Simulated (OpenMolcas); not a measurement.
An OpenMolcas run meant for neutral lutetium (ANO-RCC-VQZP, DKH2; inactive shells 1s 2s 2p 3s 3p 3d 4s 4p 4d 4f 5s 5p; intended active space 3 electrons in 6 orbitals (5d 6s)). One step of its input:

```
&RASSCF
FileOrb=start.orb
Symmetry=1
Spin=4
nActEl=3 0 0
Inactive=15 19
Ras2=6 0
CIRoot=17 17 1
SDav=20
CIMx=300
Iter=55 100
PrWF=0.3
OrbListing=Nothing
MaxOrb=0
Atom
Thrs=1.0e-3 5.0e-1 5.0e-1
```

The run finished. Its levels beside those of a sound run (CASSCF), in cm⁻¹ above each run's lowest level:

```tsv
Level	This run	Usual run
5d 6s² ²D_3/2	0.0	0.0
5d 6s² ²D_5/2	1792	1829
5d² 6s ⁴F_3/2	13812	14686
5d² 6s ⁴F_5/2	14433	15308
5d² 6s ⁴F_7/2	15302	16184
5d² 6s ⁴F_9/2	16367	17249
5d² 6s ⁴P_1/2	20691	21578
5d² 6s ⁴P_3/2	21009	21892
5d² 6s ⁴P_5/2	21387	22234
5d² 6s ²D_5/2 [55 %]	25098	25497
5d² 6s ²D_3/2	25108	25521
5d² 6s ²G_7/2	26572	27003
5d² 6s ²F_5/2 [62 %]	26694	27079
5d² 6s ²G_9/2	26963	27427
```

Task: Which setting is unsound, and how much does it matter here?

Result: The convergence thresholds are far too loose, so the orbitals stop early. Against the sound run the excited levels shown move by 640 cm-1 on average and by 890 cm-1 at most.

Some high roots are left out of the spin-orbit mixing, which shifts the levels that they would mix with. Without dynamic correlation excited terms often stand tens of per cent too high (terms of higher spin than the ground term too low), and those without a measured partner can miss by more than the paired ones. A single d shell beside an s shell can misplace configurations of different d count against each other. Levels of configurations outside the active space are missing.

A share in square brackets marks a mixed level and gives the weight of the term that names it, the lowest over the columns.
